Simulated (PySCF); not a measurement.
Precursor series Zr Cl-F. Isolated molecules, 0 K electronic values unless said otherwise.

Method: PBE-D3(BJ)/def2-TZVP // r2SCAN-D4/def2-SVP (PySCF 2.14.0). 

```json
[
 {"species": "0 of 4 Cl replaced by F", "mean distance from the central atom to its bonded neighbours (Å)": "2.330"},
 {"species": "1 of 4 Cl replaced by F", "mean distance from the central atom to its bonded neighbours (Å)": "2.223"},
 {"species": "2 of 4 Cl replaced by F", "mean distance from the central atom to its bonded neighbours (Å)": "2.116"},
 {"species": "3 of 4 Cl replaced by F", "mean distance from the central atom to its bonded neighbours (Å)": "2.009"},
 {"species": "4 of 4 Cl replaced by F", "mean distance from the central atom to its bonded neighbours (Å)": "1.901"}
]
```
